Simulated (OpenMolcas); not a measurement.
A run on Pt4+ among 5 point charges of -1.5 e arranged as a square pyramid (C4v), 2.33 Å from the ion, with the axial distance 2.563 Å.

```
Program             : OpenMolcas 26.06
Method              : CASSCF
Basis               : ANO-RCC-VTZP [8s7p5d3f1g]
Scalar Hamiltonian  : DKH2, point nucleus
Active space        : 6 electrons in 5 orbitals (5d)
State averaging     : 2S+1 = 5 even, 5 roots; 2S+1 = 3 even, 45 roots; 2S+1 = 1 even, 50 roots
Spin-orbit coupling : state interaction with AMFI integrals over the reference wave functions
```

84 basis functions. Blocks (2S+1, parity, CSFs, roots kept): 5, even, 5, 5; 3, even, 45, 45; 1, even, 50, 50.

Q: How long do the RASSCF and RASSI steps take on 1 thread of Intel(R) Xeon(R) Platinum 8488C (Sapphire Rapids) (shared host)?

A: About 35 s of wall time, without the integral step.
